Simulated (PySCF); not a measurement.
Cadmium: a sound run and one with changed settings

Sound run: Cd [Kr] 4d10 5s2, Cd⁺ [Kr] 4d10 5s1. All numbers are calculated (PySCF 2.14, a scalar-relativistic core potential, in cc-pVDZ-PP with ECP28MDF). The sound run starts from symmetry-adapted Hartree-Fock orbitals and uses a fine grid where one is needed.

A second run was set up differently.

```
species  method  sound run (hartree)  changed run (hartree)  converged
     Cd     UHF           -166.83775             -166.83775        yes
     Cd  M06-2X           -167.66411             -167.65862        yes
     Cd     PBE           -167.74068             -167.74087        yes
    Cd⁺     UHF           -166.56450             -166.56450        yes
    Cd⁺  M06-2X           -167.33736             -167.33383        yes
    Cd⁺     PBE           -167.40163             -167.40188        yes
```

Ionisation energy of Cd:

```
method  sound run (eV)  changed run (eV)
   UHF           7.435             7.435
M06-2X           8.891             8.838
   PBE           9.226             9.224
```

**Question.** What was changed?
A. basis contracted for another Hamiltonian
B. radial grid too coarse
C. all electrons correlated in a valence basis
D. too few SCF iterations

**Answer.** B. It used radial step 0.3 in ln r (0.13 in the sound run). A coarse radial grid mis-integrates the density and the exchange-correlation energy, with errors of either sign; Hartree-Fock needs no grid.
